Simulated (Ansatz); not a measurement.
H₈OSi₄. Charge 0, multiplicity 1. The bonds changed during the relaxation, so this is another structure than the one it started from. Geometry: relaxed with PBE0-D4/def2-TZVP. It is one conformer, not always the lowest.

```xyz
13

Si   -1.652    1.264    0.432
Si   -0.956   -0.960    0.209
Si    1.077   -0.902   -0.938
O     1.605    0.631   -1.230
Si    2.773    0.612    0.038
H    -1.889    1.827   -0.923
H    -2.921    1.321    1.206
H    -0.615    2.063    1.131
H    -0.778   -1.634    1.523
H    -1.948   -1.738   -0.586
H     1.266   -1.805   -2.100
H     1.770    0.607    1.218
H     2.268   -1.286    0.020
```

Problem. What is the dipole moment at B3LYP/def2-TZVPP? (An estimate is asked.)

Solution. Computed: 1.74 D, with components (-1.20, -1.25, 0.22) D in this frame, pointing from negative to positive charge.

Problem. And with PBE, r2SCAN, ωB97M-V? (An estimate is asked.)

Solution. Computed: PBE 1.64 D, r2SCAN 1.78 D, ωB97M-V 1.74 D.

Problem. Give the Mulliken charges with B3LYP, PBE, r2SCAN in def2-TZVPP. (An estimate is asked.)

Solution. Ansatz gave: 
```csv
atom,B3LYP,PBE,r2SCAN
Si1,0.18,0.13,0.20
Si2,0.10,0.06,0.10
Si3,0.42,0.34,0.43
O4,-0.43,-0.35,-0.45
Si5,0.25,0.17,0.25
H6,-0.05,-0.03,-0.05
H7,-0.05,-0.04,-0.06
H8,-0.04,-0.03,-0.05
H9,-0.05,-0.03,-0.05
H10,-0.05,-0.04,-0.06
H11,-0.05,-0.05,-0.06
H12,-0.12,-0.09,-0.13
H13,-0.09,-0.04,-0.06
```

B3LYP here is the variant with VWN-RPA as its local correlation; programs differ in this.
